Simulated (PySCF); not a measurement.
C8H14P (charge +1).
Numbering: `[CH2:1]=[C:2]([CH3:3])[P@@H+:4]1[CH:5]=[C:6]([CH3:7])[CH2:8][CH2:9]1`

Cartesian coordinates in Å at the GFN2-xTB level; atoms count from 1:
```xyz
23
C8H14P angstrom
C     -3.184   -0.741    1.043
C     -2.174   -0.143    0.421
C     -2.268    1.049   -0.473
P     -0.496   -0.766    0.666
C      0.732    0.450    1.057
C      1.790    0.369    0.231
C      2.974    1.254    0.293
C      1.751   -0.715   -0.808
C      0.355   -1.368   -0.834
H     -3.042   -1.596    1.685
H     -4.197   -0.393    0.926
H     -3.306    1.333   -0.624
H     -1.738    1.895   -0.034
H     -1.819    0.846   -1.446
H     -0.577   -1.768    1.618
H      0.621    1.157    1.862
H      3.059    1.827   -0.630
H      2.917    1.943    1.130
H      3.883    0.661    0.382
H      2.517   -1.453   -0.561
H      2.012   -0.310   -1.786
H     -0.216   -1.048   -1.710
H      0.401   -2.458   -0.853
```

NICS = −σ at a ghost point: NICS(0) at the centroid of the ring atoms, NICS(1) 1 Å to either side along the normal of their mean plane, zz for the tensor component along that normal. Level: GIAO PBE0/pcSseg-1 (PySCF, non-relativistic, gas phase) on the GFN2-xTB geometry, one conformer.

Ring bond lengths (Å), with Mayer bond orders in brackets: P4–C5 1.772 (1.04), C5–C6 1.344 (1.74), C6–C8 1.501 (1.02), C8–C9 1.542 (1.00), C9–P4 1.826 (0.98).

Q: What do the NICS probes read (ppm)?

A: 
```tsv
ring	type	NICS(0)	NICS(1), two faces	NICS(1)zz, two faces	rms pucker (Å)	centre to ring atoms, mean (Å)
P4–C5–C6–C8–C9	5-membered ring with P; formal bonds 1 double, 4 single	-4.0	-4.0 / -4.3	-4.0 / -4.0	0.06	1.35
```

Q: What can be read from them?

A: 
- P4–C5–C6–C8–C9: mean NICS(1)zz -4.0 ppm, shielded. P4, C8, C9 have four or more neighbours, so the value isn't read as a sign of a π ring current.

Q: At the first NICS(1) probe listed for ring P4–C5–C6–C8–C9, 1 Å off the ring, how large is the induced field along the normal in 11.7 T applied along it?

A: NICSzz × B0 = -4.0 ppm × 11.7 T = -47 μT, against the applied field.

Q: List the ring angles and the Hirshfeld charges of the ring atoms.

A: 
- P4–C5–C6–C8–C9: P4 94.9° (+0.446 e), C5 111.6° (-0.104 e), C6 116.6° (+0.073 e), C8 110.0° (-0.049 e), C9 105.5° (-0.078 e); sum 538.6° against 540° for a flat convex ring.

Q: What are the shieldings of the ring atoms and their hydrogens in the same run (means over atoms taken as equivalent)?

A: 
| atoms | environment | σ isotropic (ppm) |
| --- | --- | --- |
| P4 | phosphonium phosphorus | 295.1 |
| C5 | alkene CH carbon | 81.3 |
| C6 | fully substituted alkene carbon | -9.4 |
| C8 | allylic carbon | 145.1 |
| C9 | sp3 carbon bound to phosphorus | 166.1 |
| H15 | P–H hydrogen | 24.87 |
| H16 | vinylic hydrogen | 26.06 |
| H20 | methylene hydrogen | 28.57 |
| H21 | methylene hydrogen | 28.46 |
| H22 | methylene hydrogen | 29.01 |
| H23 | methylene hydrogen | 28.79 |
